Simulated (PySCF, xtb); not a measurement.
GaF3, SMILES [F][Ga]([F])[F].

xtb with GFN2-xTB at its own geometry gives an orbital gap of 3.92 eV and a dipole moment of 0.00 D.

Coordinates come from a PBE0-D3(BJ)/def2-SVP optimisation. The isomer is the one that the SMILES or the coordinates give; other isomers of the formula were not compared.

Task: What does CAM-B3LYP/def2-TZVPD (PySCF) give? (Estimate from the structure and the level; the computed values follow.)

Result: gap 11.74 eV (levels -13.46 and -1.72 eV), dipole 0.00 D.
